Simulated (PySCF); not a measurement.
Species: 9,10-dihydroanthracene, C14H12.
SMILES with atom numbers: `[cH:1]1[cH:2][cH:3][c:4]2[c:5]([cH:6]1)[CH2:7][c:8]1[cH:9][cH:10][cH:11][cH:12][c:13]1[CH2:14]2` (hydrogens: H15 on C1; H16 on C2; H17 on C3; H18 on C6; H19, H20 on C7; H21 on C9; H22 on C10; H23 on C11; H24 on C12; H25, H26 on C14)

The closed-shell ground state was solved at several levels (PySCF, density fitting, gas phase, non-relativistic). One conformer (not necessarily the lowest) at the PBE0-D3(BJ)/def2-SVP geometry, without solvent, vibrations or thermal averaging.

```
         level  basis functions  HOMO (eV)  LUMO (eV)  gap (eV)  dipole (D)
B97-2/pcSseg-1              298      -6.65      -0.41      6.24        0.37
   B3LYP/pcJ-1              498      -6.65      -0.54      6.11        0.35
 PBE0/pcSseg-1              298      -6.89      -0.38      6.51        0.38
```

(1) Estimate the row for CAM-B3LYP/def2-SVPD, a basis of 376 functions; the other rows only guide the guess.

(2) Over all these levels, which gives the widest orbital gap and which the narrowest?

(3) How far do the dipole and the HOMO energy spread over the levels?

Results:

(1) HOMO -8.06 eV, LUMO 0.61 eV, gap 8.67 eV, dipole 0.37 D.

(2) CAM-B3LYP/def2-SVPD (range-separated hybrid) has the widest, 8.67 eV, and B3LYP/pcJ-1 (global hybrid, 20 % exact exchange) the narrowest, 6.11 eV. Functional and basis both differ between the two, so the spread mixes both effects.

(3) The dipole runs from 0.35 to 0.38 D (mean 0.37 D) and the HOMO from -8.06 to -6.65 eV.
